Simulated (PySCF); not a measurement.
Vertical excitations of a molecule C3H6BNO from TDDFT-M06-2X/def2-SVPD (PySCF), as energy in eV (oscillator strength): 5.59 (0.006), 6.75 (0.000), 6.97 (0.093), 7.28 (0.000), 7.57 (0.000), 7.86 (0.001), 8.20 (0.077), 8.45 (0.055), 8.66 (0.006), 8.69 (0.012). Lowest triplet (TDA): 5.06 eV. Coordinates come from a ωB97X-D3(BJ)/def2-SVP optimisation. Other conformers were not sampled.

Question: Which molecule gave these data?
(A) CB1CN=CO1
(B) CB(C)N=C=O
(C) C=C1COB1N
(D) OB1C=CCN1

Answer: A, CB1CN=CO1
